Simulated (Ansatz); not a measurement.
```xyz
4

C     0.0000    0.0000   -0.4398
C     0.0000    0.0000    0.7562
H     0.0000   -0.8723   -0.9492
H     0.0000    0.8723   -0.9492
```

Basis set: 6-31G* (spherical functions). Frozen core: 2 orbitals. Charge 0, multiplicity 1.

Computed with Ansatz (development build ahead of 0.2.0); each method stands on the lowest determinant of its kind that the runs found. Restricted open shells among the atoms or ions are ROHF, correlated in semicanonical orbitals with singles.

**Question.** Give the atomization energy at this shape (free ground-state atoms in the same class of orbitals less the molecule, no zero-point energy) of singlet C₂H₂ by RHF-MP2, RHF.

**Answer.**

```json
{"method": "RHF-MP2", "atomization energy": "13.46 eV"}
{"method": "RHF", "atomization energy": "10.60 eV"}
```

Caution: no unrestricted run beside it, a lower state can exist; the shape is not the minimum.
